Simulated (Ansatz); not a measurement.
Computed with Ansatz on PBE0-D4/def2-TZVP structures; ΔE is electronic, products minus reactants. CBS: MP2 limit from def2 TZ/QZ plus the TZ coupled-cluster correction, frozen cores. Functionals use def2-TZVPP. def2 core potentials past Kr. For Sn outer-core shells are correlated without core-valence functions, which leaves a few kJ/mol of doubt a bond.

`C1[NH][SnH2][SiH2]1` → `[CH3][SnH]1[NH][SiH2]1`  (isomerisation)

`C1[NH][SnH2][SiH2]1`:

Cartesian coordinates in Å:
```
C -0.320 -0.847 0.859
N 0.986 -0.185 0.771
Sn 0.812 1.265 -0.674
Si -1.078 -0.436 -0.844
H -0.223 -1.927 1.033
H -0.980 -0.452 1.646
H 1.461 -0.077 1.656
H 0.540 2.855 -0.079
H 2.206 1.321 -1.665
H -0.898 -1.498 -1.870
H -2.506 -0.019 -0.833
```

`[CH3][SnH]1[NH][SiH2]1`:

Z-matrix (Å, degrees):
```
C
Sn 1 2.140
H 1 1.090 2 110.2
H 1 1.089 2 109.0 3 120.3
H 1 1.090 2 109.2 3 -120.0
N 2 2.102 1 109.2 3 -169.4
Si 2 2.473 1 126.7 3 -124.9
H 2 1.716 1 110.3 3 68.4
H 6 1.006 2 138.9 1 -83.1
H 7 1.492 2 120.8 1 173.0
H 7 1.490 2 123.7 1 27.0
```

```csv
species,r2SCAN energy (Eh)
`C1[NH][SnH2][SiH2]1`,-600.86514
`[CH3][SnH]1[NH][SiH2]1`,-600.88826
```

(1) Work out ΔE.

Largest T1 diagnostic among the species: 0.014.

## Answers

(1) ΔE = (-600.88826) − (-600.86514) = -0.02312 Eh = -60.7 kJ/mol. CCSD(T)/CBS gives -60.4 kJ/mol.

From PBE to PBE0 (25 % exact exchange), in def2-TZVPP and without D4, ΔE moves by +3.9 kJ/mol. The D4 term adds +4.1 kJ/mol with B3LYP and +1.9 kJ/mol with PBE0; it sums over pairs of atoms, weighted by their polarisabilities, and B3LYP, whose exchange is more repulsive, gets the larger term. In def2-TZVPP, CCSD(T) changes the Hartree–Fock value by −6.4 kJ/mol (the triples alone add −1.9 kJ/mol) and MP2 by −15.0 kJ/mol.

B3LYP here is the variant with VWN-RPA as its local correlation; programs differ in this.
